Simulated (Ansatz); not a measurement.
`C#[C][Zr]([F])([F])[F]` + H₂S → `[F][Zr]([F])([F])[SH]` + `C#C`  (ligand exchange at a Zr–C bond)

Isolated molecules relaxed with PBE0-D4/def2-TZVP in Ansatz; ΔE leaves out vibrations. CCSD(T)/CBS is the MP2 limit (def2-TZVPP, def2-QZVPP) plus CCSD(T) − MP2 in def2-TZVPP, frozen cores. This one scheme is used for every species. Functionals use def2-TZVPP. HSE06 is defined as in plane-wave codes. Elements past krypton have def2 core potentials. For Zr outer-core shells are correlated without core-valence functions, which leaves a few kJ/mol of doubt a bond. Each species was taken in one conformer, which may not be the lowest.

Task: Is it downhill or uphill in electronic energy at CCSD(T)/CBS, and by how much? (Best estimate.)

Result: Computed: Downhill: ΔE = -60.7 kJ/mol.

Task: What do these levels give: revPBE-D4, BLYP-D4, HSE06-D4, PBE-QIDH, PBE, HSE06, BHLYP, LC-ωPBE, HF/def2-SVP, HF/def2-TZVPP, CCSD/def2-TZVPP, CCSD(T)/def2-TZVPP? (Estimate.)

Result: The calculation gave: revPBE-D4 -59.8, BLYP-D4 -58.7, HSE06-D4 -63.4, PBE-QIDH -62.0, PBE -62.2, HSE06 -63.0, BHLYP -59.9, LC-ωPBE -63.7, HF/def2-SVP -55.7, HF/def2-TZVPP -54.9, CCSD/def2-TZVPP -54.6, CCSD(T)/def2-TZVPP -55.2 kJ/mol.

Largest T1 diagnostic among the species: 0.018.

At CCSD(T), def2-SVP lies +9.1 kJ/mol from the extrapolated value and def2-TZVPP +5.5 kJ/mol. Leaving LDA and LC-ωPBE aside and taking each functional with its dispersion term where it has one, the values, not all of them listed here, spread over 5.2 kJ/mol, from r2SCAN0-D4 to BLYP-D4. LDA lies −5.8 kJ/mol from PBE without D4.
